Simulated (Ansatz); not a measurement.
Geometry optimisation of `CCCCC(=O)OC`.

```yaml
crystal:
  periodic: [false, false, false]
  atoms:
    - {symbol: C, position_ang: [2.456158, -1.505144, 0.358559]}
    - {symbol: C, position_ang: [1.182485, -0.795079, 0.818201]}
    - {symbol: C, position_ang: [-0.074479, -1.277558, 0.087362]}
    - {symbol: C, position_ang: [-1.366441, -0.570564, 0.535099]}
    - {symbol: C, position_ang: [-1.339457, 0.918177, 0.256778]}
    - {symbol: O, position_ang: [-1.280964, 1.804591, 1.087588]}
    - {symbol: O, position_ang: [-1.358009, 1.157850, -1.084274]}
    - {symbol: C, position_ang: [-1.291116, 2.537370, -1.457987]}
    - {symbol: H, position_ang: [2.639439, -1.343759, -0.724354]}
    - {symbol: H, position_ang: [3.348762, -1.141611, 0.906327]}
    - {symbol: H, position_ang: [2.389265, -2.601573, 0.520276]}
    - {symbol: H, position_ang: [1.044193, -0.937332, 1.913148]}
    - {symbol: H, position_ang: [1.295338, 0.303025, 0.677603]}
    - {symbol: H, position_ang: [-0.198891, -2.371269, 0.244746]}
    - {symbol: H, position_ang: [0.049377, -1.135443, -1.007900]}
    - {symbol: H, position_ang: [-2.232885, -1.009590, -0.001517]}
    - {symbol: H, position_ang: [-1.529058, -0.694258, 1.623304]}
    - {symbol: H, position_ang: [-1.300117, 2.559795, -2.562077]}
    - {symbol: H, position_ang: [-2.158025, 3.100330, -1.055584]}
    - {symbol: H, position_ang: [-0.367273, 3.011242, -1.068998]}
basis:
  gaussian: {orbitals: def2-TZVP}
hamiltonian: {xc: pbe0, dispersion: d4}
relax: {f_tol: 0.005, max_steps: 150}
```

```sh
$ ansatz run in.yaml --threads 2 --pin off --events-out ev --progress --plain --max-ram 32768MiB --backend cuda --devices 0, --max-vram 18GiB
```

It prints (some lines left out):

```
Functional definition: PBE0
mean field -10504.24363291 eV, -386.0238334775 hartree, gradient 1.1e-5 eV, S^2 0.000000; 0 other end points of the search recorded, 0 dependent functions left out
relax step   1: F+E_penalty+E_count = -10504.59033415 eV  Δ(F+E_penalty+E_count) = +0.000e0 eV  max|allowed force component| = 1.024e0 eV/Å  Δτ_max = 0.0000 Å  (33 SCF iters, accepted)
mean field -10504.32170605 eV, -386.0267026123 hartree, gradient 1.9e-5 eV, S^2 0.000000; 0 other end points of the search recorded, 0 dependent functions left out
relax step   2: F+E_penalty+E_count = -10504.67125149 eV  Δ(F+E_penalty+E_count) = -8.092e-2 eV  max|allowed force component| = 3.087e-1 eV/Å  Δτ_max = 0.0335 Å  (33 SCF iters, accepted)
mean field -10504.32614914 eV, -386.0268658928 hartree, gradient 1.8e-5 eV, S^2 0.000000; 0 other end points of the search recorded, 0 dependent functions left out
relax step   3: F+E_penalty+E_count = -10504.67659190 eV  Δ(F+E_penalty+E_count) = -5.340e-3 eV  max|allowed force component| = 3.268e-1 eV/Å  Δτ_max = 0.0321 Å  (32 SCF iters, accepted)
mean field -10504.32733461 eV, -386.0269094580 hartree, gradient 1.9e-5 eV, S^2 0.000000; 0 other end points of the search recorded, 0 dependent functions left out
relax step   4: F+E_penalty+E_count = -10504.67805688 eV  Δ(F+E_penalty+E_count) = -1.465e-3 eV  max|allowed force component| = 2.155e-1 eV/Å  Δτ_max = 0.0368 Å  (32 SCF iters, accepted)
mean field -10504.32946477 eV, -386.0269877401 hartree, gradient 1.9e-5 eV, S^2 0.000000; 0 other end points of the search recorded, 0 dependent functions left out
relax step   5: F+E_penalty+E_count = -10504.68004130 eV  Δ(F+E_penalty+E_count) = -1.984e-3 eV  max|allowed force component| = 5.237e-2 eV/Å  Δτ_max = 0.0146 Å  (32 SCF iters, accepted)
mean field -10504.32931267 eV, -386.0269821505 hartree, gradient 1.9e-5 eV, S^2 0.000000; 0 other end points of the search recorded, 0 dependent functions left out
relax step   6: F+E_penalty+E_count = -10504.68020385 eV  Δ(F+E_penalty+E_count) = -1.626e-4 eV  max|allowed force component| = 6.971e-2 eV/Å  Δτ_max = 0.0156 Å  (32 SCF iters, accepted)
mean field -10504.32977988 eV, -386.0269993202 hartree, gradient 2.0e-5 eV, S^2 0.000000; 0 other end points of the search recorded, 0 dependent functions left out
relax step   7: F+E_penalty+E_count = -10504.68074358 eV  Δ(F+E_penalty+E_count) = -5.397e-4 eV  max|allowed force component| = 5.306e-2 eV/Å  Δτ_max = 0.0250 Å  (32 SCF iters, accepted)
mean field -10504.33004761 eV, -386.0270091590 hartree, gradient 2.0e-5 eV, S^2 0.000000; 0 other end points of the search recorded, 0 dependent functions left out
relax step   8: F+E_penalty+E_count = -10504.68122335 eV  Δ(F+E_penalty+E_count) = -4.798e-4 eV  max|allowed force component| = 1.265e-1 eV/Å  Δτ_max = 0.0617 Å  (32 SCF iters, accepted)
mean field -10504.33042492 eV, -386.0270230250 hartree, gradient 2.0e-5 eV, S^2 0.000000; 0 other end points of the search recorded, 0 dependent functions left out
relax step   9: F+E_penalty+E_count = -10504.68158358 eV  Δ(F+E_penalty+E_count) = -3.602e-4 eV  max|allowed force component| = 5.188e-2 eV/Å  Δτ_max = 0.0043 Å  (33 SCF iters, accepted)
mean field -10504.33071406 eV, -386.0270336505 hartree, gradient 2.0e-5 eV, S^2 0.000000; 0 other end points of the search recorded, 0 dependent functions left out
relax step  10: F+E_penalty+E_count = -10504.68203740 eV  Δ(F+E_penalty+E_count) = -4.538e-4 eV  max|allowed force component| = 2.686e-2 eV/Å  Δτ_max = 0.0362 Å  (32 SCF iters, accepted)
mean field -10504.33071691 eV, -386.0270337553 hartree, gradient 2.0e-5 eV, S^2 0.000000; 0 other end points of the search recorded, 0 dependent functions left out
relax step  11: F+E_penalty+E_count = -10504.68230277 eV  Δ(F+E_penalty+E_count) = -2.654e-4 eV  max|allowed force component| = 3.979e-2 eV/Å  Δτ_max = 0.0557 Å  (32 SCF iters, accepted)
mean field -10504.32982240 eV, -386.0270008828 hartree, gradient 2.1e-5 eV, S^2 0.000000; 0 other end points of the search recorded, 0 dependent functions left out
relax step  12: F+E_penalty+E_count = -10504.68174311 eV  Δ(F+E_penalty+E_count) = +5.597e-4 eV  max|allowed force component| = 1.250e-1 eV/Å  Δτ_max = 0.0814 Å  (32 SCF iters, rejected (line search))
mean field -10504.33080623 eV, -386.0270370378 hartree, gradient 2.0e-5 eV, S^2 0.000000; 0 other end points of the search recorded, 0 dependent functions left out
relax step  13: F+E_penalty+E_count = -10504.68246821 eV  Δ(F+E_penalty+E_count) = -1.654e-4 eV  max|allowed force component| = 3.288e-2 eV/Å  Δτ_max = 0.0350 Å  (32 SCF iters, accepted)
mean field -10504.33089234 eV, -386.0270402024 hartree, gradient 2.0e-5 eV, S^2 0.000000; 0 other end points of the search recorded, 0 dependent functions left out
relax step  14: F+E_penalty+E_count = -10504.68254014 eV  Δ(F+E_penalty+E_count) = -7.193e-5 eV  max|allowed force component| = 3.079e-2 eV/Å  Δτ_max = 0.0216 Å  (32 SCF iters, accepted)
mean field -10504.33100921 eV, -386.0270444974 hartree, gradient 2.0e-5 eV, S^2 0.000000; 0 other end points of the search recorded, 0 dependent functions left out
relax step  15: F+E_penalty+E_count = -10504.68259574 eV  Δ(F+E_penalty+E_count) = -5.560e-5 eV  max|allowed force component| = 1.800e-2 eV/Å  Δτ_max = 0.0159 Å  (32 SCF iters, accepted)
mean field -10504.33111217 eV, -386.0270482808 hartree, gradient 2.0e-5 eV, S^2 0.000000; 0 other end points of the search recorded, 0 dependent functions left out
relax step  16: F+E_penalty+E_count = -10504.68262027 eV  Δ(F+E_penalty+E_count) = -2.453e-5 eV  max|allowed force component| = 8.330e-3 eV/Å  Δτ_max = 0.0098 Å  (33 SCF iters, accepted)
mean field -10504.33115194 eV, -386.0270497425 hartree, gradient 2.0e-5 eV, S^2 0.000000; 0 other end points of the search recorded, 0 dependent functions left out
relax step  17: F+E_penalty+E_count = -10504.68262606 eV  Δ(F+E_penalty+E_count) = -5.792e-6 eV  max|allowed force component| = 3.303e-3 eV/Å  Δτ_max = 0.0033 Å  (33 SCF iters, accepted)
mean field -10504.33115194 eV, -386.0270497425 hartree, gradient 2.0e-5 eV, S^2 0.000000; 1 other end points of the search recorded, 0 dependent functions left out
Total energy: -10504.68266521 eV, -386.0399676170 hartree
Atom 0 at     2.414882    -1.464157     0.293601 Å, force    -0.000119     0.000031     0.000139 eV/Å
Atom 1 at     1.160569    -0.743680     0.754717 Å, force     0.000457    -0.000214    -0.000080 eV/Å
Atom 2 at    -0.099590    -1.287013     0.101047 Å, force    -0.001153     0.001041     0.000170 eV/Å
Atom 3 at    -1.370259    -0.584514     0.567520 Å, force     0.000814    -0.000803    -0.000518 eV/Å
Atom 4 at    -1.382763     0.889807     0.272365 Å, force     0.000716    -0.001671     0.002968 eV/Å
Atom 5 at    -1.559701     1.762370     1.079480 Å, force    -0.000494    -0.000380    -0.002151 eV/Å
Atom 6 at    -1.174659     1.130244    -1.031340 Å, force     0.000006     0.003244    -0.000592 eV/Å
Atom 7 at    -1.168075     2.503640    -1.402300 Å, force    -0.000618     0.001067     0.000366 eV/Å
Atom 8 at     2.547269    -1.370364    -0.787899 Å, force    -0.000104    -0.000040     0.000302 eV/Å
Atom 9 at     3.308697    -1.060472     0.774110 Å, force     0.000096    -0.000064    -0.000152 eV/Å
Atom 10 at     2.365195    -2.531438     0.527475 Å, force     0.000022     0.000348     0.000038 eV/Å
Atom 11 at     1.065695    -0.821110     1.843737 Å, force     0.000013     0.000029    -0.000433 eV/Å
Atom 12 at     1.252209     0.326614     0.536784 Å, force    -0.000066    -0.000384    -0.000064 eV/Å
Atom 13 at    -0.193487    -2.355462     0.322552 Å, force    -0.000043     0.000120     0.000064 eV/Å
Atom 14 at    -0.016664    -1.200279    -0.986362 Å, force     0.000149    -0.000100     0.000263 eV/Å
Atom 15 at    -2.240749    -1.027360     0.072957 Å, force    -0.000227     0.000282     0.000212 eV/Å
Atom 16 at    -1.507066    -0.691572     1.644539 Å, force    -0.000104     0.000160    -0.000279 eV/Å
Atom 17 at    -0.981131     2.522441    -2.473909 Å, force    -0.000429     0.000313     0.002564 eV/Å
Atom 18 at    -2.128293     2.968884    -1.174277 Å, force     0.003303    -0.001470    -0.000761 eV/Å
Atom 19 at    -0.383779     3.042622    -0.868499 Å, force    -0.002215    -0.001510    -0.002055 eV/Å
Dipole moment:     0.106229    -0.203261    -0.335339 e Å
```

It took 80 s on 2 threads of an AMD EPYC 7R13 on a shared host and a share of an NVIDIA H100 80 GB, with 0.95 GiB of host memory at the peak.
